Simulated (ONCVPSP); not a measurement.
Zn: one change to an ONCV potential, before and after

| Item | Value |
| --- | --- |
| Element | zinc (Zn) |
| Generator | ONCVPSP 4.0.1 |
| Type | optimised norm-conserving Vanderbilt (ONCV) |
| Functional | PBEsol |
| Relativity | scalar-relativistic |
| Frozen core | [Ne] |
| Valence charge | 20 |
| Reference configuration | 3s2 3p6 3d10 4s0.5 (charge +1.5) |
| Partial waves | 3s+4s: rc 1.15 bohr, ncon 4, nbas 8, qcut 12.1 1/bohr, 2 projectors; 3p: rc 0.85 bohr, ncon 4, nbas 7, qcut 12.8 1/bohr, 1 projector; 3d: rc 1.20 bohr, ncon 3, nbas 8, qcut 11.9 1/bohr, 3 projectors, debl 3.1 Ha |
| Local potential | polynomial inside 0.65 bohr (lpopt 4, dvloc0 1 Ha) |
| Core correction | none |

All-electron outer shells of the reference configuration (PBEsol, scalar-relativistic, ld1.x):

```tsv
shell	level (eV)	outermost node (bohr)	outermost maximum (bohr)
2p	-1018.31	–	0.15
3s	-144.01	0.28	0.59
3p	-98.37	0.25	0.59
3d	-25.16	–	0.57
4s	-18.32	0.84	1.94
```

Change: all radii scaled by about 0.89 (s 1.02, p 0.76, d 1.06 bohr); local potential polynomial inside 0.58 bohr (lpopt 4, dvloc0 1 Ha).

Cutoffs: the cutoffs (Ha) at which the residual kinetic energy of the hardest occupied pseudo-wave falls to 1 and 0.1 mHa per electron; they do not see the model core or the augmentation charge, which bear on the density cutoff. Errors are all-electron minus pseudo energies relative to the spin-unpolarised reference configuration.

Problem. How do hardness, ghosts and transferability respond?

Solution. The potential gets harder (60 Ha and 67 Ha → 66 Ha and 201 Ha); of the 4 tests that both files solve, the error grows in 0 and shrinks in 2 by more than 15 % and 0.3 meV (median size 3.6 → 2.8 meV); neither file shows a bound ghost. A smaller radius makes the pseudo-wave follow the all-electron one further in, where it bends more sharply, so more plane waves are needed.

```csv
quantity,base,changed
"cutoff, loose",60 Ha,66 Ha
"cutoff, tight",67 Ha,201 Ha
loose cutoff by channel,"s 46 Ha, p 47 Ha, d 60 Ha","s 54 Ha, p 66 Ha, d 66 Ha"
bound ghosts,none,none
GHOST(+) flags under 300 eV,none,none
"error for 3s2 3p6 3d10 4s2, meV [ΔE -17.97 eV]",+5.8,+4.5
"error for 3s2 3p6 3d10 4s1, meV [ΔE -8.07 eV]",+1.4,+1.1
"error for 3s2 3p6 3d10 4s0, meV [ΔE 10.28 eV]",0.0,-0.1
"error for 3s2 3p6 3d9 4s2 4p1, meV [ΔE -5.69 eV]",+85,+56
```
